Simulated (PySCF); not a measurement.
Compound: C4H8OSi2.
Z-matrix (Å and degrees, GFN2-xTB geometry), rows numbered from 1:
```
C 
C   1  1.3372
C   2  1.4539  1  118.91
C   3  1.3372  2  129.61  1   175.12
O   4  1.3413  3  129.59  2    -0.29
Si  5  1.6419  4  132.28  3    -7.38
Si  2  1.9021  1  120.50  3  -178.97
H   1  1.0766  2  121.49  3  -179.83
H   1  1.0804  2  122.31  3    -0.14
H   3  1.0834  2  115.10  1    -4.50
H   4  1.0858  3  119.38  2   179.59
H   6  1.4620  5  100.90  4   138.94
H   6  1.4679  5  104.92  4  -107.69
H   7  1.4701  2  108.05  1   -44.74
H   7  1.4728  2  107.57  1    70.01
```

Computed with TDDFT wB97X-D/def2-SVPD, vertical, gas phase, core orbitals frozen in the response (PySCF 2.14.0, density-fitted response routines).

Kohn–Sham orbitals with the atoms that hold most of them (Löwdin shares over 4%, at most four atoms; ? is withheld):

```tsv
orbital	ε (eV)	atoms
LUMO+2	2.07	Si7 32%, Si6 20%, H15 9%, C1 6%
LUMO+1	1.14	Si6 34%, Si7 26%, O5 7%, H12 7%
LUMO	0.60	C1 23%, C2 20%, C4 14%, Si7 11%
HOMO	-8.05	?
HOMO-1	-9.91	?
HOMO-2	-10.57	C2 20%, C1 13%, Si7 12%, O5 10%
HOMO-3	-10.82	C2 24%, Si7 19%, C3 12%, O5 10%
```

Problem. Which atoms hold the HOMO, and with what shares?

Solution. C3 (bonded to 2 C and H) 23%; C4 (bonded to C, O and H) 20%; C1 (bonded to C and 2 H) 20%; O5 (bonded to C and Si) 14%. By element: carbon 62% or more, oxygen 14%.

Problem. Which atoms hold the HOMO-1, and with what shares?

Solution. Si7 (bonded to C, Si and 2 H) 25%; Si6 (bonded to O, Si and 2 H) 24%; O5 (bonded to C and Si) 16%; C2 (bonded to 2 C and Si) 9%. By element: silicon 49%, oxygen 16%, carbon 9% or more.

Problem. How does S1 compare with the orbital gap of 8.65 eV?

Solution. S1 is at 4.84 eV (f = 0.252), 3.81 eV below the gap, made of HOMO→LUMO (95%). 

Problem. One configuration dominates each of S1, S2, S3 and S6. Which, and how do the shares of the two leading atoms of either orbital change from the occupied to the empty one?

Solution. 
- S1 (4.84 eV, f 0.252), HOMO→LUMO (95%): C3 23% → at most 11%, C4 20% → 14%, C1 20% → 23%, C2 at most 15% → 20%
- S2 (5.21 eV, f 0.0018), HOMO→LUMO+1 (94%): C3 23% → at most 8%, C4 20% → at most 8%, Si6 at most 15% → 34%, Si7 at most 15% → 26%
- S3 (5.99 eV, f 0.012), HOMO-1→LUMO (81%): Si7 25% → 11%, Si6 24% → at most 11%, C1 at most 10% → 23%, C2 9% → 20%
- S6 (6.42 eV, f 0.044), HOMO-1→LUMO+1 (86%): Si7 25% → 26%, Si6 24% → 34%

Löwdin shares depend on the basis, the more so with diffuse functions.

The run took 38 s wall on an Arm Neoverse V1 with one thread, no GPU, shared host, and the process peaked at 0.90 GiB of memory.

One conformer stands for the species.
